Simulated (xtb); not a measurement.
B(Cl)(OH)(SiH3) (BClH4OSi), SMILES [SiH3]B(Cl)O. All values are semi-empirical tight-binding results from xtb (GFN2-xTB unless named), good for trends rather than for accurate numbers. Coordinates come from a GFN2-xTB optimisation. One conformer was computed; it need not be the lowest.

```json
{
  "orbital_gap": "3.89 eV",
  "dipole_moment": "2.15 D",
  "zero_point_energy": "26.6 kcal/mol",
  "G − E(el) at 298.15 K (modified RRHO)": "7.6 kcal/mol",
  "static polarisability (D4 model)": "60.9 bohr³",
  "solvation energy, GFN2-xTB/ALPB(water)": "-4.9 kcal/mol",
  "solvation energy, GFN2-xTB/ALPB(thf)": "-7.6 kcal/mol"
}
```
